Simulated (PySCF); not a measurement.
Some computed properties have been withheld. Give your best values.

Species: C6H14AlP.
Cartesian coordinates in Å at the PBE0-D3(BJ)/def2-SVP level; atoms count from 1:
```
atom  x, y, z in Å
Al1    2.9304   -0.3366   -1.4892
P2     0.7402   -0.2534   -0.3557
C3     0.3565    0.9835    0.9629
C4    -1.1910    1.0056    1.0403
C5    -1.7357   -0.0634    0.0773
C6    -1.4548   -1.4739    0.6230
C7     0.0661   -1.7431    0.5056
C8    -0.8768    0.0579   -1.1877
H9     2.6280   -1.5729   -2.4716
H10    3.8563   -0.6169   -0.2056
H11    2.9527    1.1416   -2.1182
H12    0.7836    1.9580    0.6846
H13    0.8426    0.6731    1.8992
H14   -1.5656    1.9962    0.7409
H15   -1.5472    0.8263    2.0660
H16   -2.8097    0.0843   -0.1165
H17   -2.0124   -2.2158    0.0314
H18   -1.8034   -1.5677    1.6626
H19    0.5725   -1.8580    1.4750
H20    0.2973   -2.6400   -0.0875
H21   -1.0926   -0.7052   -1.9503
H22   -0.9065    1.0534   -1.6551
```

```tsv
property	level	value
rotational constants A, B, C	PBE0-D3(BJ)/def2-SVP	2.688, 0.978, 0.898 GHz
dipole moment	B3LYP/def2-SVPD	?
HOMO energy	B3LYP/def2-SVPD	-7.17 eV
LUMO energy	B3LYP/def2-SVPD	?
lowest singlet excitation	TDDFT B3LYP/def2-SVPD	6.18 eV (201 nm, f = 0.000)
strongest line among the 10 lowest singlet transitions	TDDFT B3LYP/def2-SVPD	S9 at 6.95 eV (178 nm, f = 0.143)
lowest triplet excitation (Tamm–Dancoff)	TDA B3LYP/def2-SVPD	?
static isotropic polarisability	B3LYP/def2-SVPD	?
vertical ionisation energy	ΔSCF B3LYP/def2-SVPD	9.30 eV
electronic spatial extent ⟨r²⟩ about the centre of nuclear charge	B3LYP/def2-SVPD	?
13C chemical shifts (computed TMS as zero) by class	GIAO CAM-B3LYP/pcSseg-1	41.2 (C5), 33.3 (C8), 31.9 (C4/C6), 22.7 (C3/C7) ppm
1H chemical shifts (computed TMS as zero) by class	GIAO CAM-B3LYP/pcSseg-1	?
isotropic shieldings of nuclei other than C and H, by class	GIAO CAM-B3LYP/pcSseg-1	458 (Al1), 315 (P2) ppm
core binding energies	ΔSCF SCAN, pcX-2 on the ionised atom, pcseg-1 elsewhere, spin-free X2C, 2p3/2 from a spin–orbit splitting computed afterwards within the 2p shell	?
```

Gas-phase values; electronic properties from PySCF, density fitting. Geometry: PBE0-D3(BJ)/def2-SVP; no solvent, vibrations or thermal averaging.

Q: Give the 1H chemical shifts (computed TMS as zero) by class.

A: 3.66 (H9/H10/H11), 2.35 (H16), 1.60 (H14/H17), 1.58 (H12/H20), 1.48 (H15/H18), 1.27 (H21/H22), 1.22 (H13/H19) ppm.

Q: Give the static isotropic polarisability.

A: 126.4 au.

Q: Give the LUMO energy.

A: -0.27 eV.

Q: Give the lowest triplet excitation (Tamm–Dancoff).

A: 5.90 eV.

Q: What are the core binding energies?

A: P2p3/2 136.7 (P2), C1s 290.8 (C8), C1s 290.8 (C3/C7), C1s 291.0 (C4/C6), C1s 291.1 (C5), Al1s 1564.9 (Al1), P1s 2150.3 (P2) eV.

Q: What is the electronic spatial extent ⟨r²⟩ about the centre of nuclear charge?

A: 1487 bohr².

Q: The dipole moment?

A: 6.30 D.

With B = h/(8π²I), that is 505.379 GHz u Å² over I, the principal moments of inertia are 188.0, 516.7 and 562.5 u Å² (most abundant isotopes). No computed singlet falls in the visible range (750 to 380 nm, 1.65 to 3.26 eV); S1 lies 2.92 eV above its blue end. In atomic units the dipole is 2.48 e·bohr (1 au = 2.5417 D). The principal polarisabilities are 111.9, 117.5 and 149.8 au; their mean is the isotropic value. The ΔSCF ionisation energy exceeds −ε(HOMO) by 2.13 eV with B3LYP. The vertical singlet–triplet gap S1 − T1 is 0.28 eV (TDDFT singlet less Tamm–Dancoff triplet).
